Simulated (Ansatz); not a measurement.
Two structures of ZnH3OF, singlet, reached by relaxing down either side of one saddle point (PBE0-D4/def2-TZVP). Energies are electronic, without zero-point energy. Computed with Ansatz 0.2.0 (basis: def2-TZVPP and def2-QZVPP); correlated methods freeze the cores. The 3s and 3p shells of Cu and Zn are frozen; filled d shells are correlated. Extrapolation: Hartree–Fock as exp(−7.88 √X), correlation as X^−2.97. First:

```tsv
atom	x (Å)	y (Å)	z (Å)
Zn1	-0.1299	-0.2933	0.5907
H2	-0.4245	0.8592	1.5499
O3	0.1963	-1.7050	-0.4418
H4	0.0206	2.2013	-0.5494
F5	0.1996	1.5018	-1.1272
H6	0.1379	-2.5640	-0.0222
```

Second:

```tsv
atom	x (Å)	y (Å)	z (Å)
Zn1	0.2341	-0.1957	-0.9294
H2	-0.4089	1.0745	1.4744
O3	0.1971	-1.8746	-0.3974
H4	-0.3080	1.5882	0.9375
F5	0.3124	1.4069	-1.6117
H6	-0.0267	-1.9992	0.5267
```

Problem. Which bonds change from the first to the second?

Solution. ZnH₂O ([OH][ZnH]) + HF → ZnHOF ([OH][Zn][F]) + H₂; bonds formed: Zn1–F5, H2–H4; bonds broken: Zn1–H2, H4–F5.

Problem. Give the saddle point's structure and its height above each. (To be estimated.)

Solution. The calculation gives: 70.2 kJ/mol above the first and 104.4 kJ/mol above the second (CCSD(T) at an estimated basis limit (MP2 extrapolated from triple and quadruple zeta, plus CCSD(T) − MP2 in triple zeta)).
```
6
angstrom
Zn 0.0260 -0.1298 -0.0832
H -0.3134 1.1858 1.0445
O 0.2013 -1.8596 -0.4427
H -0.1310 1.6338 0.1929
F 0.1608 1.6151 -1.0135
H 0.0562 -2.4454 0.3021
```

No T1 diagnostic of these runs exceeds 0.018.

Labels in which every atom is bracketed show which atoms are joined, not bond orders.

For scale, one of the runs: CCSD(T)/def2-TZVPP, 168 basis functions, launched by `ansatz run in.yaml --threads 4 --pin off --events-out ev --progress --plain --max-ram 9574MiB`. Time: 31 s of wall clock on 4 CPU threads of an Arm Neoverse V1; the host was shared. Peak host memory: 1.4 GiB.
